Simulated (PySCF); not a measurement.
BClH, SMILES [BH]Cl, multiplicity 2. Coordinates come from a PBE0-D3(BJ)/def2-TZVPD optimisation. The isomer is the one that the SMILES or the coordinates give; other isomers of the formula were not compared.

Computed equilibrium geometry at PBE0-D3(BJ)/def2-TZVPD (PySCF confirms it by a frequency run) as a Z-matrix, and its point group:
point group Cs.
```
B
H 1 1.1934
Cl 1 1.7095 2 123.65
```
Charge 0, spin multiplicity 2.
